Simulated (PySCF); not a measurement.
State search for AlIn

Unrestricted PBE0; basis Al x2c-SVPall, In x2c-SVPall; spin-free X2C with a Gaussian nucleus; PySCF 2.14. Outer shells of the fragments: Al 3s2 3p1; In 4d10 5s2 5p1.

Followed along the bond (rough minima from three points):

| 2Ms+1 | unpaired | ⟨S²⟩ at the start | R at minimum (Å) | Te (eV) |
| --- | --- | --- | --- | --- |
| 3 | σ ↑, π ↑ | 2.01 | 2.88 | 0.00 |
| 3 | π ↑↑ | 2.01 | 2.63 | 0.12 |
| 1 | σ ↓, π ↑ | 1.02 | 2.86 | 0.14 |
| 1 | π ↑↓ | 1.01 | 2.64 | 0.29 |
| 1 | none | 0.00 | 2.67 | 0.80 |

Solutions found at the starting distance of 2.585 Å, counted from the lowest of them; the search is not exhaustive and high or unbound solutions are not listed, so other states can lie among these:

| 2Ms+1 | unpaired | term | E (eV) | ⟨S²⟩ | ⟨Lz²⟩ | μ (D) |
| --- | --- | --- | --- | --- | --- | --- |
| 3 | π ↑↑ | ³Σ⁻ | 0.00 | 2.01 | 0.00 | 0.55 |
| 3 | σ ↑, π ↑ | ³Π | 0.06 | 2.01 | 1.00 | 0.36 |
| 1 | π ↑↓ | mixed | 0.18 | 1.01 | 2.01 | 0.52 |
| 1 | σ ↓, π ↑ | mixed | 0.19 | 1.02 | 1.00 | 0.33 |
| 1 | none | mixed | 0.70 | 0.00 | 2.00 | 0.40 |
| 3 | π ↑↑ | mixed | 1.99 | 2.01 | 2.01 | -0.10 |
| 3 | σ ↑↑, π ↑↓ | mixed | 2.62 | 3.01 | 2.01 | 0.39 |
| 1 | σ ↓↓, π ↑↑ | mixed | 2.96 | 2.01 | 0.00 | 0.28 |
| 3 | σ ↑, π ↑ | ³Π | 3.37 | 2.22 | 1.02 | 0.76 |
| 1 | σ ↓, π ↑ | mixed | 3.76 | 1.15 | 1.03 | 0.42 |

A term symbol is given only where ⟨S²⟩ and ⟨Lz²⟩ are close to those of a pure state; real π, δ and φ orbitals otherwise mix terms. A positive dipole means Al(−)In(+).

**Question.** Compare the gap between the two lowest followed solutions at the starting distance with the gap between their minima.

**Answer.** At PBE0 the second solution (triplet, unpaired electrons π ↑↑) lies -0.06 eV from the first (triplet, unpaired electrons σ ↑, π ↑) at 2.585 Å and +0.12 eV at the minima; the two curves relax by different amounts, since their minima lie near 2.63 and 2.88 Å.

Spin–orbit coupling is left out. Counting both spins, an empty level lies below a filled one in some of these solutions, because spin and occupation are held.
